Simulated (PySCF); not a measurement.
## From computed data to an observable: entropy of an ideal gas

H3Sn, SMILES [SnH3-], charge -1.

The structure is a stationary point at PBE-D3(BJ)/def2-TZVPD. The def2 effective core potentials stand for the cores of Sn; spin–orbit coupling is left out.

PBE-D3(BJ)/def2-TZVPD in PySCF gives the harmonic wavenumbers 696, 709, 709, 1498, 1503, 1503 cm⁻¹ and the rotational temperatures 3.7464, 3.7464, 3.5272 K. The molar mass is 121.73 g/mol, the symmetry number 3, the spin multiplicity 1.

Question: Work out the entropy at 298.15 K and 1 atm in the rigid-rotor, harmonic-oscillator model.

Answer: 
Translation (Sackur–Tetrode at 1 atm): S = R[1.5 ln M + 2.5 ln T − 1.16487] = 168.6 J/(mol K).
Rotation: q = (√π/σ) T^1.5/√(θA θB θC) = 432, S = R[ln q + 3/2] = 62.9 J/(mol K).
Vibration: with u = 1.4388 ν/T, each mode gives R[u/(e^u − 1) − ln(1 − e^−u)]:
| ν (cm⁻¹) | modes | u | S (J/(mol K)) |
|---|---|---|---|
| 696 | 1 | 3.36 | 1.30 |
| 709 | 2 | 3.42 | 2.47 |
| 1498 | 1 | 7.23 | 0.05 |
| 1503 | 2 | 7.25 | 0.10 |
These are all the modes. Sum 3.9 J/(mol K).
Spin: R ln 1 = 0.0 J/(mol K).
Total 235.5 J/(mol K); the program's own thermochemistry gives 235.5. Translation makes up 72 % and vibration 2 %. Anharmonicity, hindered rotation and orbital degeneracy are left out.
